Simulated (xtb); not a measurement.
C2H5O, charge -1, singlet, geometry from GFN2-xTB; xtb with GFN2-xTB.

The xtb input:
```
$ xtb mol.xyz --gfn 2 --chrg -1 --json

# file mol.xyz
8

C      1.11701280    -0.45538201     0.16584940
C      0.08054857     0.68537464     0.06351505
O     -1.26679294     0.00053142    -0.21741353
H     -1.54067912    -0.29799928     0.65522787
H      0.27418481     1.16455386    -0.94448532
H      2.12245125    -0.01877928     0.23543440
H      0.95379974    -1.03911597     1.08571755
H      1.13921864    -1.19286638    -0.66877288
```

Output, abridged:

```
   ID    Z sym.   atoms
    1    6 C      1, 2
    2    8 O      3
    3    1 H      4-8

           -------------------------------------------------
          |                Calculation Setup                |
           -------------------------------------------------

           -------------------------------------------------
          |                 G F N 2 - x T B                 |
           -------------------------------------------------

          ...................................................
          :                      SETUP                      :
          :.................................................:
          :  # basis functions                  17          :
          :  # atomic orbitals                  17          :
          :  # shells                           11          :
          :  # electrons                        20          :
          :  max. iterations                   250          :
          :  Hamiltonian                  GFN2-xTB          :
          :  restarted?                      false          :
          :  GBSA solvation                  false          :
          :  PC potential                    false          :
          :  electronic temp.          300.0000000     K    :
          :  accuracy                    1.0000000          :
          :  -> integral cutoff          0.2500000E+02      :
          :  -> integral neglect         0.1000000E-07      :
          :  -> SCF convergence          0.1000000E-05 Eh   :
          :  -> wf. convergence          0.1000000E-03 e    :
          :  Broyden damping             0.4000000          :
          :  net charge                         -1          :
          :  unpaired electrons                  0          :
          ...................................................

 iter      E             dE          RMSdq      gap      omega  full diag
   1    -11.0187053 -0.110187E+02  0.496E+00    7.82       0.0  T
   2    -11.0579160 -0.392107E-01  0.281E+00    7.78       1.0  T
   3    -11.0590948 -0.117882E-02  0.123E+00    7.85       1.0  T
   4    -11.0594871 -0.392253E-03  0.212E-01    7.83       1.0  T
   5    -11.0595010 -0.139918E-04  0.902E-02    7.83       1.0  T
   6    -11.0595031 -0.204743E-05  0.172E-02    7.84       2.1  T
   7    -11.0595033 -0.167405E-06  0.416E-03    7.84       8.5  T
   8    -11.0595033 -0.683726E-07  0.140E-03    7.84      25.2  T
   9    -11.0595033 -0.287895E-08  0.259E-04    7.84     136.6  T
  10    -11.0595033 -0.161668E-09  0.163E-04    7.84     216.4  T

   *** convergence criteria satisfied after 10 iterations ***

         :::::::::::::::::::::::::::::::::::::::::::::::::::::
         ::                     SUMMARY                     ::
         :::::::::::::::::::::::::::::::::::::::::::::::::::::
         :: total energy             -10.970994063630 Eh    ::
         :: gradient norm              0.000079806554 Eh/a0 ::
         :: HOMO-LUMO gap              7.841858515577 eV    ::
         ::.................................................::
         :: SCC energy               -11.059502970888 Eh    ::
         :: -> isotropic ES            0.175605866648 Eh    ::
         :: -> anisotropic ES          0.000243106626 Eh    ::
         :: -> anisotropic XC          0.001627508956 Eh    ::
         :: -> dispersion             -0.003542550682 Eh    ::
         :: repulsion energy           0.088508907258 Eh    ::
         :: add. restraining           0.000000000000 Eh    ::
         :: total charge              -1.000000000000 e     ::
         :::::::::::::::::::::::::::::::::::::::::::::::::::::

           -------------------------------------------------
          |                Property Printout                |
           -------------------------------------------------

    * Orbital Energies and Occupations

         #    Occupation            Energy/Eh            Energy/eV
      -------------------------------------------------------------
         1        2.0000           -0.4138712             -11.2620
         2        2.0000           -0.3650408              -9.9333
         3        2.0000           -0.3080987              -8.3838
         4        2.0000           -0.2748009              -7.4777
         5        2.0000           -0.2641419              -7.1877
         6        2.0000           -0.2544485              -6.9239
         7        2.0000           -0.2144561              -5.8356
         8        2.0000           -0.1929760              -5.2511
         9        2.0000           -0.1527678              -4.1570
        10        2.0000           -0.0407338              -1.1084 (HOMO)
        11                          0.2474492               6.7334 (LUMO)
        12                          0.3431747               9.3383
        13                          0.3672158               9.9925
        14                          0.4021477              10.9430
        15                          0.4034971              10.9797
        16                          0.4340630              11.8115
        17                          0.4542845              12.3617
      -------------------------------------------------------------
                  HL-Gap            0.2881830 Eh            7.8419 eV
             Fermi-level            0.1033577 Eh            2.8125 eV

     #   Z          covCN         q      C6AA      α(0)
     1   6 C        3.741    -0.038    21.329     6.589
     2   6 C        2.711    -0.217    33.767     9.512
     3   8 O        1.626    -0.582    24.746     6.715
     4   1 H        0.805     0.190     1.170     1.699
     5   1 H        0.917    -0.144     7.415     4.259
     6   1 H        0.923    -0.067     4.529     3.328
     7   1 H        0.923    -0.066     4.501     3.318
     8   1 H        0.921    -0.076     4.787     3.422

 Mol. C6AA /au·bohr⁶  :        653.900499
 Mol. C8AA /au·bohr⁸  :      12932.324980
 Mol. α(0) /au        :         38.841647

Wiberg/Mayer (AO) data.
largest (>0.10) Wiberg bond orders for each atom

 ---------------------------------------------------------------------------
     #   Z sym  total        # sym  WBO       # sym  WBO       # sym  WBO
 ---------------------------------------------------------------------------
     1   6 C    3.936 --     2 C    0.987     6 H    0.984     7 H    0.984
                             8 H    0.967
     2   6 C    2.822 --     1 C    0.987     5 H    0.961     3 O    0.847
     3   8 O    1.829 --     4 H    0.957     2 C    0.847
     4   1 H    0.964 --     3 O    0.957
     5   1 H    0.979 --     2 C    0.961
     6   1 H    0.996 --     1 C    0.984
     7   1 H    0.996 --     1 C    0.984
     8   1 H    0.994 --     1 C    0.967
 ---------------------------------------------------------------------------

Topologies differ in total number of bonds
Writing topology from bond orders to xtbtopo.mol

molecular dipole:
                 x           y           z       tot (Debye)
 q only:        0.101      -0.372       0.625
   full:        0.260      -0.950       0.376       2.680
molecular quadrupole (traceless):
                xx          xy          yy          xz          yz          zz
 q only:       -2.398       1.177       0.459      -1.964       0.693       1.938
  q+dip:       -1.868       0.629      -0.718      -3.032      -0.714       2.586
   full:       -1.365       1.035      -0.883      -2.983      -1.072       2.248

           -------------------------------------------------
          | TOTAL ENERGY              -10.970994063630 Eh   |
          | GRADIENT NORM               0.000079806554 Eh/α |
          | HOMO-LUMO GAP               7.841858515577 eV   |
           -------------------------------------------------

normal termination of xtb
```
